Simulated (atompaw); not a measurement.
# Scattering properties, PAW (atompaw) potential for Cr

- Element: Cr (Z = 24)
- Generator: atompaw 4.2.0.5
- Type: PAW
- Functional: PBE
- Relativity: scalar-relativistic
- Frozen core: [Ne] 3s2
- Valence charge: 12
- Reference configuration: 3p6 3d5 4s1 4p0
- Partial waves: 4s (bound): rc 2.95 bohr; 4s channel at 0.15 Ry: rc 2.95 bohr; 3p (bound): rc 1.25 bohr; 4p (bound, empty): rc 2.95 bohr; 3d (bound): rc 2.25 bohr; 3d channel at 1.55 Ry: rc 2.25 bohr
- Local potential: bessel scheme, radius 2.15 bohr
- Core correction: smooth core density matched at 1.30 bohr
- Augmentation charge: besselshape compensation charge, radius 2.95 bohr; PAW radius 2.95 bohr; waves and projectors: custom rrkj gramschmidtortho

The phase is arctan(r·u′/u) with u = r·R(r), unwrapped; energies in Ry, scanned from -5 to 5 Ry. A pole is an energy at which the radial function vanishes at the test radius. The pseudo phase is shifted by a multiple of π to meet the all-electron one at the reference energy, and phase errors are pseudo minus all-electron; the curves can meet again beyond the range given. Levels narrower than the energy grid can be missing from the lists of poles. n/a: not evaluated, since a narrow level or a reset projector energy made the automatic matching unsafe.

```tsv
channel	radius (bohr)	reference energy (Ry)	poles, all-electron	poles, pseudo	unbroken range about the reference energy with phases within 0.05 rad	phase error 1 Ry above the reference energy (rad)
s	2.96	-0.29	1.12	1.12, 4.00	below 2.6	-0.000
p	2.96	-0.07	1.93	1.79	n/a	n/a
d	2.96	-0.21	-0.08, 3.36	-0.08, 3.46	below 4.6	+0.003
```

Phases in the p channel:

```csv
E (Ry),all-electron,pseudo
-5.00,1.413,1.412
-4.76,1.408,1.407
-4.52,1.403,1.402
-4.28,1.398,1.396
-4.04,1.391,1.390
-3.80,1.383,1.381
-3.56,1.368,1.366
-3.32,-1.648,-1.649
-3.08,-1.761,-1.763
-2.84,-1.776,-1.778
-2.60,-1.789,-1.791
-2.36,-1.803,-1.805
-2.12,-1.818,-1.820
-1.88,-1.836,-1.838
-1.64,-1.858,-1.860
-1.40,-1.886,-1.888
-1.16,-1.922,-1.924
-0.92,-1.971,-1.973
-0.68,-2.043,-2.045
-0.44,-2.157,-2.158
-0.20,-2.361,-2.361
0.04,-2.771,-2.772
0.28,-3.465,-3.473
0.52,-4.034,-4.047
0.76,-4.322,-4.338
1.00,-4.475,-4.491
1.24,-4.568,-4.585
1.48,-4.631,-4.649
1.72,-4.678,-4.699
1.96,-4.716,-4.741
2.20,-4.750,-4.778
2.44,-4.780,-4.815
2.68,-4.811,-4.854
2.92,-4.843,-4.899
3.16,-4.879,-4.954
3.40,-4.923,-5.030
3.64,-4.979,-5.145
3.88,-5.061,-5.346
4.12,-5.192,-5.749
4.36,-5.438,-6.450
4.60,-5.955,-7.038
4.84,-6.714,-7.333
```
